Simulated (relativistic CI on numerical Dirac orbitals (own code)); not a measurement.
**Hf²⁺: O2,3 absorption edge**

Computed with this model: Dirac-Coulomb-Breit CI, KLI orbitals optimised for each configuration, QED by a radiative potential, valence Slater integrals scaled by 0.7, multiplet model of core-to-valence dipole absorption; configurations [Xe] 4f14 5d2 → [Kr] 4d10 4f14 5s2 5p5 5d3; 300 K; Lorentzian 1 eV and Gaussian 0.3 eV FWHM. Energies are those of the free ion, without screening or charge transfer. The branching ratio is the share of the lower-energy edge in the whole absorption, uncertain by about 0.02 where the edges overlap. S is read from ⟨S²⟩ = S(S + 1).

Field parameters in Wybourne normalisation: D3d B²₀ = −7Dσ, B⁴₀ = −14Dq − 21Dτ, B⁴₃ = −14√(10/7) Dq; D4h B²₀ = −7Ds, B⁴₀ = 21(Dq − Dt), B⁴₄ = 21√(5/14) Dq; Oh B⁴₀ = 21Dq, B⁴₄ = √(5/14) B⁴₀; Td as Oh with Dq negative (B⁴₀ = 21Dq, B⁴₄ = √(5/14) B⁴₀). The field is a parameter set, without covalency.

free ion: ground-state S = 0.97, centroid 38.65 eV. Peaks (eV, height): 34.8 (98), 35.5 (100), 37.2 (59), 41.8 (76), 44.2 (66).

Oh, 10Dq = 28200 cm⁻¹: ground-state S = 0.99, centroid 39.46 eV. Peaks (eV, height): 32.0 (37), 36.2 (100), 39.0 (50), 40.2 (58), 44.5 (94), 46.8 (24).

D3d, 10Dq = 16550, Dσ = -900, Dτ = 110 cm⁻¹: ground-state S = 0.98, centroid 39.34 eV. Peaks (eV, height): 35.5 (100), 39.5 (41), 43.8 (89).

D4h, 10Dq = 24250, Ds = 1940, Dt = -640 cm⁻¹: ground-state S = 0.99, centroid 39.72 eV. Peaks (eV, height): 32.0 (25), 36.0 (82), 39.8 (45), 40.8 (46), 44.2 (100).

Td, 10Dq = -18900 cm⁻¹: ground-state S = 1.00, centroid 39.66 eV. Peaks (eV, height): 31.0 (13), 35.5 (100), 39.5 (29), 43.2 (94).

D3d, 10Dq = 18050, Dσ = -500, Dτ = -400 cm⁻¹: ground-state S = 0.99, centroid 39.45 eV. Peaks (eV, height): 35.5 (100), 39.8 (44), 43.8 (97).

Strongest unbroadened transitions for Oh, 10Dq = 28200 cm⁻¹:

| Energy (eV) | Relative strength |
| --- | --- |
| 31.54 | 49.3 |
| 31.98 | 37.4 |
| 35.61 | 65.7 |
| 35.99 | 84.4 |
| 36.25 | 100.0 |
| 36.33 | 50.7 |
| 37.31 | 58.6 |
| 40.06 | 65.1 |
| 42.01 | 41.2 |
| 42.58 | 37.6 |
| 42.97 | 42.5 |
| 43.53 | 86.5 |
| 44.28 | 46.9 |
| 44.43 | 58.6 |
| 44.58 | 43.1 |
| 44.76 | 79.1 |
| 44.85 | 37.4 |
| 44.95 | 47.1 |
